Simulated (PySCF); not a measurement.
`CC(=O)O[C@H]1CC=CC1=O`, C$_{7}$H$_{8}$O$_{3}$

Geometry (Å), atoms numbered from 1 in this order:
```xyz
18

C     3.1825   -0.0605   -0.2141
C     1.9056   -0.5458    0.4117
O     1.8176   -1.4094    1.2417
O     0.8525    0.1221   -0.0854
C    -0.4429   -0.2753    0.3385
C    -1.2386    0.8727    0.9703
C    -2.5564    0.8228    0.2718
C    -2.5859   -0.0586   -0.7272
C    -1.2952   -0.7428   -0.8576
O    -0.9380   -1.5129   -1.7091
H     3.0392    0.9221   -0.6517
H     3.9733   -0.0453    0.5306
H     3.4641   -0.7613   -0.9978
H    -0.3290   -1.1202    1.0336
H    -0.7384    1.8240    0.7722
H    -1.3448    0.7713    2.0513
H    -3.3681    1.4630    0.5752
H    -3.4062   -0.2596   -1.3922
```

Method used: GIAO B3LYP/pcSseg-1 magnetisability, rotational g tensor and spin-rotation constants, non-relativistic, gas phase (PySCF 2.14.0). Geometry: GFN2-xTB.

(1) Give the nuclear spin-rotation constants along the inertial axes (H = +C I·J) beside the isotropic shieldings.

Results:

(1) Rotational constants 2.7048, 0.8780, 0.7644 GHz. A star marks the isotopologue with that one atom substituted, in its own axes.
```tsv
atom	isotope	Caa (kHz)	Cbb (kHz)	Ccc (kHz)	mean (kHz)	σ (ppm)
H11	1H	-0.276	-0.094	0.014	-0.119	29.8
H12	1H	-0.005	-0.069	-0.085	-0.053	29.8
H13	1H	-0.262	0.023	-0.088	-0.109	29.3
H14	1H	-0.184	-0.097	0.043	-0.079	25.8
H15	1H	-0.258	-0.069	-0.008	-0.112	29.2
H16	1H	-0.291	-0.020	-0.036	-0.116	28.8
H17	1H	0.101	-0.015	-0.088	-0.001	24.1
H18	1H	0.146	-0.044	-0.095	0.002	25.6
C1	13C*	0.389	0.157	0.111	0.219	158.8
C2	13C*	1.512	0.237	0.256	0.668	5.3
O3	17O*	-1.490	-0.063	-0.442	-0.665	-91.7
O4	17O*	-0.607	-0.147	-0.253	-0.336	103.5
C5	13C*	0.627	0.187	0.191	0.335	109.3
C6	13C*	0.457	0.176	0.138	0.257	140.9
C7	13C*	1.541	0.365	0.118	0.675	11.0
C8	13C*	1.339	0.297	0.134	0.590	40.9
C9	13C*	1.500	0.414	0.218	0.711	-26.2
O10	17O*	-1.780	-0.890	-0.028	-0.899	-299.7
```
For the geometry as given, no vibrational averaging.
